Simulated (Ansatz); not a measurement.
CH7ISi2, SMILES `[SiH3]C[SiH2]I`. Charge 0, multiplicity 1. I: def2 effective core potential. Geometry: relaxed with PBE0-D4/def2-TZVP. It is one conformer, not always the lowest.

```xyz
11

Si    0.636    1.398   -0.667
C    -0.258   -0.254   -0.631
Si   -0.355   -1.019    1.060
I    -1.538   -3.163    0.973
H     2.031    1.233   -0.181
H     0.670    1.940   -2.050
H    -0.060    2.374    0.214
H    -1.274   -0.117   -1.015
H     0.253   -0.950   -1.304
H     0.998   -1.293    1.602
H    -1.103   -0.149    2.000
```

(1) What is the dipole moment at r2SCAN/def2-TZVPP? (An estimate is asked.)

(2) And with PBE, B3LYP, ωB97M-V? (Best estimate.)

(3) Give the Mulliken charges with r2SCAN, PBE, ωB97M-V in def2-TZVPP. (An estimate is asked.)

## Answers

(1) The calculation gave: 1.39 D, with components (0.38, 1.01, -0.88) D in this frame, pointing from negative to positive charge.

(2) Computed: PBE 1.32 D, B3LYP 1.39 D, ωB97M-V 1.43 D.

(3) Computed: 
```json
{"atom": "Si1", "r2SCAN": "0.27", "PBE": "0.18", "ωB97M-V": "0.16"}
{"atom": "C2", "r2SCAN": "-0.30", "PBE": "-0.27", "ωB97M-V": "-0.42"}
{"atom": "Si3", "r2SCAN": "0.33", "PBE": "0.23", "ωB97M-V": "0.21"}
{"atom": "I4", "r2SCAN": "-0.19", "PBE": "-0.16", "ωB97M-V": "-0.16"}
{"atom": "H5", "r2SCAN": "-0.06", "PBE": "-0.05", "ωB97M-V": "-0.02"}
{"atom": "H6", "r2SCAN": "-0.07", "PBE": "-0.05", "ωB97M-V": "-0.02"}
{"atom": "H7", "r2SCAN": "-0.06", "PBE": "-0.05", "ωB97M-V": "-0.02"}
{"atom": "H8", "r2SCAN": "0.10", "PBE": "0.12", "ωB97M-V": "0.14"}
{"atom": "H9", "r2SCAN": "0.10", "PBE": "0.12", "ωB97M-V": "0.14"}
{"atom": "H10", "r2SCAN": "-0.06", "PBE": "-0.04", "ωB97M-V": "-0.01"}
{"atom": "H11", "r2SCAN": "-0.06", "PBE": "-0.04", "ωB97M-V": "-0.01"}
```

B3LYP here is the variant with VWN-RPA as its local correlation; programs differ in this.
